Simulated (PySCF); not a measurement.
Can point charges reproduce the dipole moment of `C/C=C(\C(=O)Cl)C(C)(C)C`?

Coordinates (GFN2-xTB, Å) and charges (e) from the PBE0/pcSseg-1 density (PySCF):

```tsv
atom	x	y	z	Mulliken	IAO	Hirshfeld	ESP-fitted
C1	2.463	0.910	-1.485	-0.1856	-0.4274	-0.1200	-0.3729
C2	1.278	0.099	-1.085	-0.1416	-0.1156	-0.0265	+0.0729
C3	0.431	0.388	-0.101	-0.0971	-0.0696	-0.0133	-0.3533
C4	0.589	1.615	0.697	+0.2590	+0.3682	+0.1956	+0.4890
O5	0.864	1.748	1.842	-0.2823	-0.3363	-0.1794	-0.3557
Cl6	0.240	3.076	-0.282	-0.1121	-0.1158	-0.0576	-0.1703
C7	-0.741	-0.480	0.348	-0.6060	+0.0583	+0.0298	+0.5514
C8	-0.378	-1.127	1.691	-0.1221	-0.4174	-0.1232	-0.4909
C9	-1.979	0.410	0.518	-0.1394	-0.4209	-0.1243	-0.6005
C10	-1.054	-1.578	-0.670	-0.1497	-0.4150	-0.1152	-0.5465
H11	2.303	1.328	-2.479	+0.1387	+0.1609	+0.0501	+0.1164
H12	3.343	0.272	-1.536	+0.1329	+0.1576	+0.0520	+0.1228
H13	2.659	1.722	-0.791	+0.1380	+0.1500	+0.0343	+0.1412
H14	1.143	-0.808	-1.655	+0.0968	+0.1504	+0.0518	+0.1042
H15	0.489	-1.774	1.577	+0.1086	+0.1396	+0.0370	+0.1184
H16	-0.146	-0.372	2.436	+0.1333	+0.1512	+0.0318	+0.1531
H17	-1.213	-1.724	2.051	+0.1083	+0.1361	+0.0411	+0.1231
H18	-1.826	1.147	1.302	+0.1301	+0.1412	+0.0334	+0.1645
H19	-2.201	0.933	-0.410	+0.1164	+0.1441	+0.0338	+0.1510
H20	-2.840	-0.197	0.786	+0.1148	+0.1407	+0.0439	+0.1636
H21	-0.235	-2.288	-0.746	+0.1177	+0.1360	+0.0401	+0.1326
H22	-1.252	-1.153	-1.651	+0.1197	+0.1403	+0.0396	+0.1320
H23	-1.940	-2.121	-0.348	+0.1214	+0.1433	+0.0450	+0.1539
```

**Question.** Compute μ = Σ q r for each scheme (1 e·Å = 4.803 D) and compare with the dipole of the full density.

**Answer.** The full density gives (-0.16, -2.54, -1.89) D, 3.16 D in size; dipole vectors point from the negative to the positive end.

| scheme | μx | μy | μz | size (D) | share of the full size (%) | angle to the full dipole (°) |
| --- | --- | --- | --- | --- | --- | --- |
| Mulliken | 0.20 | -2.46 | -2.27 | 3.35 | 106 | 9 |
| IAO | -0.28 | -2.43 | -2.29 | 3.35 | 106 | 7 |
| Hirshfeld | 0.00 | -1.24 | -1.43 | 1.90 | 60 | 13 |
| ESP-fitted | -0.14 | -2.58 | -1.81 | 3.16 | 100 | 2 |

**Question.** Which set comes closest?

**Answer.** Length of the difference vector: ESP-fitted 0.09 D, IAO 0.43 D, Mulliken 0.53 D, Hirshfeld 1.38 D. Closest: ESP-fitted. ESP charges are fitted to the potential around the molecule, whose slowest-falling term is the dipole's. 

**Question.** What is left for the Hirshfeld atoms' own dipoles?

**Answer.** The shares of the density sum to the whole, so what Σ q r misses lies in dipoles about the nuclei. The atomic dipoles sum to (-0.16, -2.54, -1.89) − (0.00, -1.24, -1.43) = (-0.16, -1.30, -0.46) D, 1.38 D in size.

**Question.** With the origin at the mean of the coordinates, (0.000, 0.001, 0.000) Å, which are the largest single terms, by size, of the Hirshfeld dipole along the direction of the full one?

**Answer.** O5 +2.19, C4 -1.63, C10 -0.95, Cl6 +0.64, H21 +0.44 D; all 23 atoms together +1.85 D. The single terms depend on the origin, their sum doesn't.

**Question.** Give the size of the full dipole in other units.

**Answer.** 3.16 D = 1.245 au = 0.659 e·Å = 10.55 × 10⁻³⁰ C·m.

Isolated species at its GFN2-xTB geometry (one conformer only).

The run behind these numbers computed NMR shieldings as well. Rough CPU time on one thread of a shared machine: about 2.6 min.

The values belong to the conformer `[CH3:1]/[CH:2]=[C:3](\[C:4](=[O:5])[Cl:6])[C:7]([CH3:8])([CH3:9])[CH3:10]`: C2–C3–C4–O5 -113°, C2–C3–C7–C8 107°.
